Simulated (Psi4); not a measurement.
Psi4 input (wB97X-D/6-31G*):

```
memory 1500 MB

molecule {
0 2
C     0.03298800    0.00617600   -0.64515000
N    -0.03068400   -0.00588800    0.58046400
H     0.91618900    0.29402200   -1.22721300
H    -0.89932600   -0.28985600    1.03486900
symmetry c1
no_reorient
no_com
}

set {
  basis 6-31G*
  reference uks
  scf_type pk
  dft_radial_points 99
  dft_spherical_points 590
  e_convergence 1e-8
  d_convergence 1e-7
  maxiter 150
}

e = energy('wb97x-d')
print_out(f'\nFINAL {e:.10f} DIPOLE {variable("CURRENT DIPOLE")[0]:.6f} {variable("CURRENT DIPOLE")[1]:.6f} {variable("CURRENT DIPOLE")[2]:.6f}\n')
```

From the output:

```
              A
    DOCC [     7 ]
    SOCC [     1 ]
    NA   [     8 ]
    NB   [     7 ]

  @UKS Final Energy:   -93.92673593680782

   => Energetics <=

    Nuclear Repulsion Energy =             28.2426292132781782
    One-Electron Energy =                -182.0306416568780890
    Two-Electron Energy =                  68.7935979322221698
    DFT Exchange-Correlation Energy =      -8.9321530418804738
    Empirical Dispersion Energy =          -0.0001683835496096
    VV10 Nonlocal Energy =                  0.0000000000000000
    Total Energy =                        -93.9267359368078161

  UHF NO Occupations:
  HONO-2 :    6  A 1.9992050
  HONO-1 :    7  A 1.9991767
  HONO-0 :    8  A 1.0000000
  LUNO+0 :    9  A 0.0008233
  LUNO+1 :   10  A 0.0007950
  LUNO+2 :   11  A 0.0000747
  LUNO+3 :   12  A 0.0000406

Computation Completed

Properties will be evaluated at   0.000000,   0.000000,   0.000000 [a0]

Properties computed using the SCF density matrix

 Multipole Moments:

 ------------------------------------------------------------------------------------
     Multipole            Electronic (a.u.)      Nuclear  (a.u.)        Total (a.u.)
 ------------------------------------------------------------------------------------

 L = 1.  Multiply by 2.5417464519 to convert [e a0] to [Debye]
 Dipole X            :         -0.2087162            0.0000057           -0.2087105
 Dipole Y            :         -0.0696874            0.0000113           -0.0696761
 Dipole Z            :         -0.0878848            0.0000076           -0.0878772
 Magnitude           :                                                    0.2369330

 ------------------------------------------------------------------------------------

FINAL -93.9267359368 DIPOLE -0.208711 -0.069676 -0.087877

*** Psi4 exiting successfully. Buy a developer a beer!
```

The geometry given is a B3LYP-D3(BJ)/def2-TZVP minimum.
